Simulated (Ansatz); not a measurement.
Steps of a relaxation of CH₃AlINO (`[I][Al]1[NH]C[O]1`) with RKS PBE0-D4/def2-TZVP.

```sh
$ ansatz run in.yaml --threads 4 --pin off --events-out ev --progress --plain --max-ram 10444MiB
```

```yaml
crystal:
  periodic: [false, false, false]
  atoms:
    - {symbol: I, position_ang: [-2.944418, 2.261406, -0.048734]}
    - {symbol: Al, position_ang: [-0.999177, 0.767827, -0.123751]}
    - {symbol: N, position_ang: [0.158472, -0.112810, 0.899524]}
    - {symbol: C, position_ang: [0.780396, -0.600667, -0.343358]}
    - {symbol: O, position_ang: [-0.014102, 0.000551, -1.371322]}
    - {symbol: H, position_ang: [0.522232, -0.381230, 1.811705]}
    - {symbol: H, position_ang: [0.742178, -1.715227, -0.433983]}
    - {symbol: H, position_ang: [1.846520, -0.276951, -0.445881]}
basis:
  gaussian: {orbitals: def2-TZVP}
hamiltonian: {xc: pbe0, dispersion: d4}
relax: {f_tol: 0.005, max_steps: 150}
```

Positions (Å) and forces (eV/Å) along the path, 6 of 6 steps:

```xyz
8
step=1 energy=-19318.0377 eV
I    -2.944    2.261   -0.049    0.187   -0.144   -0.014
Al   -0.999    0.768   -0.124    0.726   -0.560   -0.152
N     0.158   -0.113    0.900   -0.142    0.110   -0.089
C     0.780   -0.601   -0.343    0.427   -0.328   -0.062
O    -0.014    0.001   -1.371   -0.296    0.235    0.886
H     0.522   -0.381    1.812   -0.244    0.179   -0.651
H     0.742   -1.715   -0.434   -0.049    0.619    0.038
H     1.847   -0.277   -0.446   -0.611   -0.112    0.043
8
step=2 energy=-19318.0781 eV
I    -2.913    2.237   -0.053   -0.120    0.093    0.003
Al   -0.993    0.763   -0.118    0.652   -0.502   -0.163
N     0.156   -0.111    0.895   -0.123    0.095   -0.087
C     0.780   -0.600   -0.340    0.082   -0.064   -0.027
O    -0.018    0.004   -1.357   -0.225    0.176    0.382
H     0.516   -0.376    1.796   -0.057    0.042   -0.148
H     0.734   -1.700   -0.433   -0.009    0.203    0.019
H     1.830   -0.273   -0.445   -0.199   -0.043    0.020
8
step=3 energy=-19318.0891 eV
I    -2.911    2.236   -0.054    0.000    0.000    0.001
Al   -0.980    0.753   -0.119    0.089   -0.068   -0.038
N     0.158   -0.112    0.893   -0.049    0.038    0.023
C     0.780   -0.601   -0.340   -0.041    0.032    0.015
O    -0.021    0.006   -1.349   -0.053    0.040   -0.022
H     0.514   -0.375    1.791    0.021   -0.016    0.034
H     0.731   -1.692   -0.433   -0.002   -0.037   -0.006
H     1.822   -0.272   -0.445    0.035    0.012   -0.006
8
step=4 energy=-19318.0895 eV
I    -2.909    2.234   -0.055   -0.002    0.002    0.000
Al   -0.978    0.752   -0.120    0.012   -0.010   -0.002
N     0.157   -0.112    0.895   -0.023    0.019    0.029
C     0.779   -0.600   -0.339    0.012   -0.010    0.008
O    -0.022    0.007   -1.350   -0.011    0.008   -0.025
H     0.514   -0.375    1.793    0.010   -0.008   -0.007
H     0.730   -1.693   -0.434    0.001   -0.002   -0.002
H     1.821   -0.271   -0.446    0.002    0.000   -0.002
8
step=5 energy=-19318.0895 eV
I    -2.909    2.235   -0.059   -0.004    0.003    0.004
Al   -0.978    0.752   -0.118    0.008   -0.007   -0.010
N     0.157   -0.111    0.896    0.008   -0.005   -0.001
C     0.779   -0.599   -0.339   -0.018    0.013   -0.005
O    -0.024    0.008   -1.349    0.004   -0.003   -0.014
H     0.517   -0.378    1.792    0.002   -0.002    0.025
H     0.730   -1.692   -0.434   -0.001   -0.001    0.001
H     1.821   -0.270   -0.446    0.001    0.001    0.001
8
step=6 energy=-19318.0895 eV
I    -2.909    2.234   -0.056    0.000    0.000    0.000
Al   -0.978    0.751   -0.120    0.000    0.000    0.000
N     0.156   -0.111    0.896   -0.002    0.002   -0.003
C     0.779   -0.599   -0.339    0.002   -0.001    0.000
O    -0.023    0.007   -1.350   -0.002    0.001    0.001
H     0.515   -0.377    1.793    0.001   -0.001    0.002
H     0.730   -1.692   -0.433   -0.001   -0.002    0.000
H     1.821   -0.270   -0.446    0.001    0.001    0.000
```

It took 21 s on 4 threads of an AMD EPYC 7B13 on a shared host, with 0.55 GiB of host memory at the peak.
